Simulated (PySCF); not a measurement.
## Identify the compound

Molecular formula: C₃H₇N₃Si. Simulated spectra:

$^{1}$H NMR (400 MHz, computed): δ 3.58 (m, 2H), 3.50 (m, 2H), 1.02 (br s, 2H), 0.26 (br s, 1H).

$^{13}$C{$^{1}$H} NMR (computed): δ 125.7 (C), 49.8 (CH2).

Method: geometry from GFN2-xTB, σ from GIAO-PBE0/pcSseg-1, in PySCF (rapidly exchanging positions averaged, one conformer, isolated molecule, non-relativistic).

Chemical shifts δ = σref − σ; $^{1}$H and $^{13}$C against TMS, all at this level.

**Question.** Deduce the structure.

**Answer.** 
- Rings plus π bonds: 3 (1 ring in the answer).
- 2 carbon signals for 3 carbons: some carbons are equivalent by symmetry or fast rotation.
- Carbon types of the structure: 1 × C, 2 × CH2, leaving 3 H on heteroatoms.
- δC 125.7: nitrile carbon; this is the usual window of a C≡N carbon, which has no attached hydrogen.
- δC 49.8: sp3 CH2 bonded to N and Si; the inductive effect lowers its shielding.
- δH 3.58, 3.50: hydrogen on an sp3 CH2 bonded to N and Si; its carbon carries N, hence the downfield position.
- δH 1.02: hydrogen on a nitrogen bonded to Si; exchangeable, gas-phase position.
- δH 0.26: hydrogen on an amine nitrogen; labile proton, position sensitive to the medium.

The compound is SMILES C(#N)[Si]1(N)CNC1.

The data come from this structure; uniqueness wasn't tested.

OH and NH positions are those of a molecule without intermolecular hydrogen bonds; in solution they move with solvent, concentration and temperature, and exchange usually removes their couplings. Shifts are as computed. Against solution values, carbons near 30 ppm lie about +3 ppm off and those near 130 ppm about +5 ppm. Of 1309 compounds with measured shifts, 239 miss one by over three times the rms of a fit or turn the order of signals round; such compounds aren't used in these exercises. Multiplicities follow the n + 1 count of equivalent neighbours, as no J values were calculated; m marks all less simple cases, F and P coupling included.
